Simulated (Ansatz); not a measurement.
# What each rung costs, and what it gives

The pair of K⁺ (SMILES [K+], atom 1) and GeH4 (SMILES [GeH4], atoms 2–6), both closed shells, in one local arrangement (a lower one may exist), relaxed at PBE0-D4/def2-TZVP:

```tsv
atom	x (Å)	y (Å)	z (Å)
K1	0.2808	-0.1406	-3.6403
Ge2	-0.0601	0.0300	0.7804
H3	0.8219	-1.0965	1.3174
H4	-1.5376	-0.1879	1.1041
H5	0.0627	-0.0149	-0.7760
H6	0.4322	1.4099	1.2143
```

Interaction energies are counterpoise-corrected; the time is that of the whole pair.

Program: Ansatz 0.2.0. Basis: as named in each row. Cores are frozen in the correlated methods. Filled d shells of the heavier atoms are correlated. The outer core shell of Li, Na, Mg and K is correlated. The def2 sets are not built for correlating such inner shells, so the correlated values are less sure here. B3LYP uses VWN-RPA correlation. Extrapolation: Hartree–Fock as exp(−7.88 √X), correlation as X^−2.97.

Times are rough, for one single point on 2 threads of a shared host (Arm Neoverse V1).

The estimate by CCSD(T) at an estimated basis limit (MP2 extrapolated from triple and quadruple zeta, plus CCSD(T) − MP2 in triple zeta) is -22.1 kJ/mol.

```csv
method,basis,time (s),interaction energy (kJ/mol),method less estimate
HF,STO-3G,under 1,-20.4,1.7
PBE-D4,STO-3G,under 1,-32.4,-10.3
SPW92,def2-SVP,under 1,-23.8,-1.7
PBE-D4,def2-SVP,under 1,-28.6,-6.5
PBE0-D4,def2-SVP,1,-27.3,-5.2
B3LYP-D4,6-31G,1,-33.6,-11.5
CCSD(T),def2-SVP,2,-20.4,1.7
PBE-D4,def2-TZVPPD,2,-29.3,-7.2
revPBE-D4,def2-TZVPPD,2,-32.1,-10.0
PBE0-D4,def2-TZVPPD,2,-27.9,-5.8
BLYP-D4,def2-TZVPPD,3,-34.2,-12.1
HSE06-D4,def2-TZVPPD,3,-27.9,-5.8
B3LYP-D4,def2-TZVPPD,3,-32.4,-10.3
r2SCAN-D4,def2-TZVPPD,4,-22.7,-0.6
B2PLYP,def2-TZVPPD,5,-22.0,0.1
wB97M-V,def2-SVP,6,-22.8,-0.7
wB97X-V,def2-TZVPPD,8,-22.6,-0.5
B97M-V,def2-TZVPPD,10,-24.4,-2.3
MP2,def2-QZVPPD,10,-22.2,-0.1
wB97M-V,def2-TZVPPD,11,-23.0,-0.9
CCSD(T),def2-TZVPPD,28,-21.5,0.6
```

No T1 diagnostic of these runs exceeds 0.012.
